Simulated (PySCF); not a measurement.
Gas-phase reaction: 2 SnH₂ + 6 F + O = 2 SnHF₃ + H₂O

Computed with PySCF and rigid-rotor harmonic-oscillator thermochemistry at 1 bar. † marks an energy on the PBE0/def2-TZVP geometry and frequencies; other levels use their own. MP2 and CCSD(T) freeze the core. Open shells (unrestricted): F (multiplicity 2), O (multiplicity 3); the rest are closed-shell singlets. Spin-orbit splitting is ignored; it lowers the true energy and changes the entropy of F, O. Sn: scalar-relativistic def2 core potential, no spin-orbit coupling. SnH₂, SnHF₃: computed as isolated molecules; such fragments, hydroxides, amides, oligomers or adducts are transient or little studied in the gas. MP2 isn't extrapolated to the basis-set limit. CCSD(T) isn't extrapolated to the basis-set limit.

```tsv
level	ΔH°(298 K), kJ
BLYP/def2-TZVP†	-2978
CCSD(T)/def2-TZVPP†	-2911
HF/def2-TZVP†	-1964
MP2/def2-TZVPP†	___
PBE/def2-SVP	-3023
PBE/def2-TZVP†	___
PBE0/def2-QZVP†	___
r2SCAN/def2-TZVP†	-3008
LDA/def2-TZVP†	-3597
ωB97M-V/def2-TZVP†	-2981
ωB97X-V/def2-TZVP†	___
```

Some entries are withheld; supply them.


- MP2/def2-TZVPP†, ΔH°(298 K), kJ: -3131
- PBE/def2-TZVP†, ΔH°(298 K), kJ: -3091
- PBE0/def2-QZVP†, ΔH°(298 K), kJ: -2954
- ωB97X-V/def2-TZVP†, ΔH°(298 K), kJ: -2999
